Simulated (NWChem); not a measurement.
System: CH$_{5}$ClOSi$_{2}$; SMILES O=C([SiH3])[SiH2]Cl

Here is an NWChem input.

```
start job
memory heap 200 mb stack 900 mb global 1100 mb
geometry units angstroms noautosym nocenter noautoz
  O     -1.537758     1.746274     0.004695
  C     -0.594608     0.983401    -0.007075
  Si     1.243490     1.633303    -0.003562
  Si    -1.061588    -0.902600    -0.025937
  Cl     0.676095    -2.037269    -0.023188
  H      1.924885     1.126306     1.224733
  H      1.944000     1.102593    -1.210680
  H      1.218134     3.122742    -0.017644
  H     -1.860431    -1.214853     1.190137
  H     -1.843213    -1.194520    -1.258290
end
basis spherical
  * library def2-svp
end
dft
  xc pbe0
  iterations 150
end
cosmo
  do_cosmo_smd true
  solvent water
end
task dft energy
```

Coordinates come from a PBE0/def2-SVP optimisation. Solvent: water.

Level: PBE0/def2-SVP with SMD (1 M gas to 1 M solution), gas-phase geometry. Reactions with the solvent are ignored.

### Question
Predict the main results of this run. (PBE0/def2-SVP, SMD on the gas-phase geometry.) Quantities: solvation free energy (kcal/mol); cavity-dispersion-structure term (kcal/mol); dipole in solution (D).

### Answer
The solvation free energy (kcal/mol) comes out as 1.1 and the cavity-dispersion-structure term (kcal/mol) comes out as 4.6. The dipole in solution (D) comes out as 0.91.
